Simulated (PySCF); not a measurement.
C2H6BNO, SMILES NB1CCO1.

The structure is a stationary point at PBE0-D3(BJ)/def2-SVP. This is a generated structure with no PubChem entry under its InChIKey; it may be hypothetical. One conformer was computed; it need not be the lowest.

These are TDA-PBE/def2-SVPD run with PySCF values and carry that method's errors.

Vertical excitations. Isolated molecule, no solvent. State labels are in the subgroup Cs.

```tsv
state	symmetry	energy (eV)	λ (nm)	f	main pairs
S1	A"	5.90	210	0.014	HOMO→LUMO 100 %
S2	A"	6.71	185	0.001	HOMO→LUMO+1 100 %
S3	A'	6.72	184	0.035	HOMO−1→LUMO 99 %
S4	A"	7.21	172	0.000	HOMO→LUMO+3 99 %
S5	A'	7.27	171	0.009	HOMO−2→LUMO 98 %
S6	A"	7.42	167	0.020	HOMO−3→LUMO 97 %
S7	A'	7.43	167	0.036	HOMO→LUMO+2 56 %, HOMO→LUMO+5 34 %
S8	A'	7.52	165	0.025	HOMO−1→LUMO+1 95 %
S9	A"	7.62	163	0.005	HOMO→LUMO+4 96 %
S10	A"	7.85	158	0.012	HOMO−1→LUMO+2 92 %
T1	A"	5.76	215	0	HOMO→LUMO 99 %
T2	A'	6.34	196	0	HOMO→LUMO+2 98 %
T3	A"	6.60	188	0	HOMO→LUMO+1 99 %
T4	A'	6.61	188	0	HOMO−1→LUMO 100 %
```
Triplets are in the Tamm–Dancoff approximation.
